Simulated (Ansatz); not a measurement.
Al(H2O)F3 (AlOF₃H₂), relaxed as a singlet with RKS PBE0-D4/def2-SVP in Ansatz, starting from the GFN2-xTB geometry. Force threshold 0.02 eV/Å.

Start:

```xyz
7

Al    0.689   -0.514   -0.008
O    -0.813    0.634    0.040
H    -1.643    0.403    0.468
H    -0.870    1.470   -0.432
F     1.855    0.648   -0.040
F     0.411   -1.319   -1.418
F     0.371   -1.322    1.391
```

| step | energy (eV) | largest force component (eV/Å) | SCF passes |
| --- | --- | --- | --- |
| 1 | -16811.0830 | 0.559 | 23 |
| 2 | -16811.1061 | 0.297 | 28 |
| 3 | -16811.1146 | 0.084 | 28 |
| 4 | -16811.1159 | 0.055 | 27 |
| 5 | -16811.1172 | 0.609 | 27 |
| 6 | -16811.1172 | 0.613 | 18 |
| 7 | -16811.1172 | 0.620 | 18 |
| 8 | -16811.1172 | 0.627 | 18 |
| 9 | -16811.1172 | 0.633 | 18 |
| 10 | -16811.1172 | 0.640 | 18 |
| 11 | -16811.1173 | 0.646 | 18 |
| 12 | -16811.1173 | 0.652 | 19 |
| 13 | -16811.1173 | 0.658 | 19 |
| 14 | -16811.1173 | 0.664 | 19 |
| 15 | -16811.1173 | 0.671 | 19 |
| 16 | -16811.1173 | 0.679 | 18 |
| 17 | -16811.1174 | 0.686 | 18 |
| 18 | -16811.1174 | 0.694 | 18 |
| 19 | -16811.1174 | 0.702 | 19 |
| 20 | -16811.1174 | 0.704 | 18 |
| 21 | -16811.1176 | 0.710 | 22 |
| 22 | -16811.1178 | 0.718 | 21 |
| 23 (rejected) | -16811.0155 | 2.490 | 31 |
| 24 | -16811.1435 | 0.278 | 25 |
| 25 | -16811.1636 | 0.112 | 27 |
| 26 (rejected) | -16811.1557 | 0.714 | 28 |
| 27 | -16811.1694 | 0.144 | 27 |
| 28 | -16811.1716 | 0.043 | 27 |
| 29 | -16811.1719 | 0.002 | 27 |

Force components are those of the run's own axes.

End:

```xyz
7

Al    0.630   -0.539   -0.101
O    -0.960    0.584   -0.169
H    -1.498    0.436    0.623
H    -0.708    1.520   -0.182
F     1.704    0.736   -0.085
F     0.596   -1.501   -1.449
F     0.237   -1.237    1.362
```

By distances, no bond broke or formed. The bond that changes most is Al1–O2, from 1.89 to 1.95 Å (atoms count from 1).

No frequencies were taken in this run, so the end may be a saddle point.

Hardware: 4 threads of Arm Neoverse V2 on a shared host. Wall time 25 s.
